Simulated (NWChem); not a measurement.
# C4H5NO; SMILES CO/C=C/C#N

```xyz
11

C     -0.6460    -2.2966     0.0000
O      0.6372    -1.6713     0.0000
C      0.6822    -0.3338     0.0000
C     -0.3595     0.5273     0.0000
C     -0.1352     1.9318     0.0000
N      0.0312     3.0848     0.0000
H     -0.4562    -3.3701     0.0000
H     -1.2132    -2.0184     0.8962
H     -1.2132    -2.0184    -0.8962
H      1.7096     0.0179     0.0000
H     -1.3913     0.1933     0.0000
```
Atoms are numbered in this order, from 1.

Results from NWChem. Geometry: optimised at B3LYP/6-31G* (spherical d). Level B3LYP/def2-SVP: energy and gradient on several grids; changes count from the extra-fine grid, which is no exact limit either.

| grid | size of the energy change (μHa) | largest change of a gradient component (μHa/bohr) | time, medium = 1 (rough) |
|---|---|---|---|
| xcoarse | 300 | 4000 | about 1 |
| coarse | < 10 | 200 | about 1 |
| medium | < 10 | 40 | about 1 |
| fine | < 10 | < 30 | about 1 |
| xfine | < 10 | < 30 | 2 |
